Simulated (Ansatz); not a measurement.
Ideal-gas functions of F₂O₂W (`[O]=[W](=[O])([F])[F]`) at 298.15 K and 1 bar, from an Ansatz frequency run at PBE0-D4/def2-TZVP.

Molar mass 253.83 g/mol, point group C2v (symmetry number 2), electronic degeneracy 1, moments of inertia 130.726, 149.788, 162.436 u Å². Harmonic wavenumbers (cm⁻¹, unscaled): 183, 230, 263, 267, 362, 713, 716, 1034, 1080.

Use S(trans) = R[1.5 ln M + 2.5 ln T − 1.1517]; rotational temperatures θ = 24.2544 K / I; S(rot) = R[ln(√π/σ · √(T³/θAθBθC)) + 1.5]; for each mode x = 1.438777 ν̃/T, S = R[x/(eˣ − 1) − ln(1 − e⁻ˣ)] and H = RT x/(eˣ − 1); 1 cm⁻¹ = 0.0119627 kJ/mol; R = 8.31446 J/(mol·K).

Problem. By hand: the entropy, in J/(mol·K).

Solution. Translation 177.9. Rotation: θ = 0.1855, 0.1619, 0.1493 K, giving 105.0. Vibration, mode by mode: 9.61, 7.86, 6.87, 6.76, 4.66, 1.22, 1.20, 0.34, 0.28, in all 38.8. Electronic 0.0. Sum 321.7 J/(mol·K).

Problem. By hand: H − E and G − E in kJ/mol, counted from the electronic energy.

Solution. Zero-point energy ½ × 4848 × 0.0119627 = 29.0; thermal vibration 7.0; translation, rotation and pV give 4 RT = 9.9. H − E = 45.9 kJ/mol, and G − E = 45.9 − 298.15 × 321.7/1000 = -50.0 kJ/mol.

Vibration gives 12 % of the entropy.
